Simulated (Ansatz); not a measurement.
Consider the redistribution: `[F][Ti]([Cl])([Cl])[Cl]` + `O[Si](F)([SiH3])S` → `[F][Ti]([SH])([Cl])[Cl]` + `O[Si](F)([SiH3])Cl`.

Computed with Ansatz on PBE0-D4/def2-TZVP structures; ΔE is electronic, products minus reactants. CBS: MP2 limit from def2 TZ/QZ plus the TZ coupled-cluster correction, frozen cores. DFT in def2-TZVPP. B3LYP here is the variant with VWN-RPA as its local correlation; programs differ in this. For Ti outer-core shells are correlated without core-valence functions, which leaves a few kJ/mol of doubt a bond. Scalar relativity is left out up to krypton. One conformer a species, not always the lowest.

```tsv
level	ΔE (kJ/mol)	difference from CCSD(T)/CBS
PBE-D4	13.7	4.4
r2SCAN-D4	13.0	3.7
PBE0-D4	12.5	3.2
ωB97X-V	13.3	4.0
ωB97M-V	11.0	1.7
B2PLYP	9.3	0.0
PBE	13.8	4.5
r2SCAN	13.0	3.7
B3LYP	11.7	2.4
HF/def2-TZVPP	13.1	3.8
MP2/def2-TZVPP	7.0	-2.3
SCS-MP2/def2-TZVPP	7.5	-1.8
HF/def2-QZVPP	13.5	4.2
MP2/def2-QZVPP	7.0	-2.3
SCS-MP2/def2-QZVPP	7.6	-1.7
MP2/CBS(def2)	6.7	-2.6
CCSD(T)/CBS	9.3	0
```

Largest T1 diagnostic among the species: 0.026, so the coupled-cluster value is less sure than usual.

In def2-TZVPP, CCSD(T) changes the Hartree–Fock value by −3.5 kJ/mol (the triples alone add −1.0 kJ/mol) and MP2 by −6.1 kJ/mol.
